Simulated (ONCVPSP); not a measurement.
## Transferability test, ONCV potential for Ge (Z = 32)

* Element: germanium (Ge)
* Generator: ONCVPSP 4.0.1
* Type: optimised norm-conserving Vanderbilt (ONCV)
* Functional: PBE
* Relativity: scalar-relativistic
* Frozen core: [Ar]
* Valence charge: 14
* Reference configuration: 3d10 4s2 4p1.75 (charge +0.25)
* Partial waves: 4s: rc 1.80 bohr, ncon 5, nbas 8, qcut 3.1 1/bohr, 2 projectors, debl 1.5 Ha; 4p: rc 1.80 bohr, ncon 4, nbas 9, qcut 3.6 1/bohr, 2 projectors, debl 0.9 Ha; 3d: rc 1.20 bohr, ncon 3, nbas 8, qcut 11.2 1/bohr, 1 projector
* Local potential: polynomial inside 0.90 bohr (lpopt 5, dvloc0 1 Ha)
* Core correction: Teter function, fcfact 6, rcfact 1.4

Energies are relative to the spin-unpolarised reference configuration 3d10 4s2 4p1.75; without spin polarisation the order of configurations can differ from experiment.

| valence configuration | charge | ΔE all-electron (eV) | error AE − PS (meV) |
| --- | --- | --- | --- |
| 3d10 4s2 4p2 | 0 | -1.183 | +0.1 |
| 3d10 4s2 4p1 | +1 | 6.261 | -0.9 |

Q: What are ΔE and the potential's error for 3d9 4s2 4p3?

A: ΔE = 28.444 eV all-electron; the error (AE − PS) is -217 meV.

Q: What are ΔE and the potential's error for 3d10 4s2 4p0?

A: ΔE = 21.701 eV all-electron; the error (AE − PS) is -1.2 meV.

Levels in the configuration 3d9 4s2 4p3:

| level | all-electron (eV) | pseudo (eV) |
| --- | --- | --- |
| 3d | -39.119 | -39.487 |
| 4s | -14.034 | -14.022 |
| 4p | -5.167 | -5.138 |

Note: ghosts flagged at negative energy: s at -26.8 eV; GHOST(+) flagged for p at 93.0 eV. A true bound ghost makes a file unfit for plane-wave use.
